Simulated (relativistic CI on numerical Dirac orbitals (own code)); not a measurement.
# Hyperfine structure of Pb65+, mass number 207

Computed by Dirac-Coulomb-Breit CI, KLI orbitals optimised for each configuration, a model potential for QED, unscaled Slater integrals (own radial code, finite nucleus).

Configurations in the expansion (outside the closed core [Ne]): 3s2.3p5, 3s2.3p4.3d, 3s.3p6, 3s.3p5.3d, 3s.3p4.3d2, 3p6.3d, 3s2.3p3.3d.4p, 3s2.3p4.4s, 3s.3p4.3d.4s, 3p6.4s, 3s2.3p4.4p, 3p6.4p, 3s2.3p3.3d2, 3s2.3p2.3d3, 3s.3p3.3d3, 3s2.3p2.3d2.4s, 3s2.3p2.3d2.4p. Double excitations out of closed p, d and f shells are left out; levels of such configurations are missing from the list, as are those of other unlisted configurations, and high levels can miss mixing partners.

Nuclear spin I = 1/2, μ = 0.5906 μN (tables of Stone and Pyykkö). The electronic factors are computed for point nuclear moments, without core polarisation or the Bohr-Weisskopf and QED corrections.

```
            Level   E (eV)  A (GHz)
  3s2.3p5 2P°_3/2    0.000    359.4
3s2.3p4.3d 4P_1/2  277.984    546.1
3s2.3p4.3d 2D_3/2  303.081    205.6
3s2.3p4.3d 4F_9/2  401.035    203.6
3s2.3p4.3d 2P_1/2  410.273   -252.6
3s2.3p4.3d 2D_5/2  434.584      104
3s2.3p4.3d 2D_5/2  447.003    151.5
```

Levels with J = 0, under 50 % of one LS term, or S terms without an open s electron are left out. Small factors come from cancelling terms and can be off by tens of per cent or more.

At this charge energies of transitions that change n are usually good to better than 1 %, and those within a shell (Δn = 0) to a few per cent.

Problem. Give the hyperfine levels of 3s2.3p5 2P°_3/2 relative to its centre of gravity.

Solution. With K = F(F + 1) − I(I + 1) − J(J + 1), E = AK/2: F = 1: -449.3, F = 2: 269.6 GHz.

LS names give the leading component of a level, which can be under half, so a name can repeat, a term be missing and a line seem to break the LS rules.
